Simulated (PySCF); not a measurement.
**Distorted geometries of [WOF3]−**

[WOF3]− (triplet). PySCF 2.14.0, UKS B3LYP, W def2-SVP with ECP60, O def2-SVP, F def2-SVP; non-relativistic Hamiltonian with scalar-relativistic core potentials where named; density fitting; no spin-orbit coupling. Relaxed geometry:

```xyz
5

W    -0.1457    0.0349    0.0644
O     0.7309    1.0832    1.1219
F    -0.5562   -1.5303    1.1611
F     0.3070   -1.2976   -1.2959
F    -0.5820    1.1533   -1.4783
```

Question: Order these distorted geometries by energy above the relaxed one, lowest first.
A.
```xyz
5

W    -0.1407   -0.0102    0.0606
O     0.7320    1.1113    1.1473
F    -0.5151   -1.5500    1.1918
F     0.3028   -1.2841   -1.3373
F    -0.6249    1.1763   -1.4892
```
B.
```xyz
5

W     0.1143    0.2115    0.1091
O     0.8389    0.9902    1.0640
F    -0.8784   -1.5535    1.4041
F     0.3115   -1.3008   -1.1543
F    -0.6322    1.0960   -1.8498
```
C.
```xyz
5

W    -0.1732   -0.0480    0.0990
O     0.7539    1.1718    1.1015
F    -0.5842   -1.5599    1.1138
F     0.3582   -1.2726   -1.2810
F    -0.6007    1.1519   -1.4601
```

Answer: A (0.13 eV), C (0.44 eV), B (6.09 eV).

Question: Which forces (eV/Å) act in the one that lies 0.13 eV up?

Answer: 
```
W    1.06  2.79  0.86
O   -1.35 -1.77 -1.60
F    0.04 -0.14 -0.09
F   -0.01 -0.16  0.01
F    0.25 -0.72  0.82
```
Forces carry noise of the integration grid, about 0.01 to 0.03 eV/Å.

Open shells may have lower solutions than the one found.
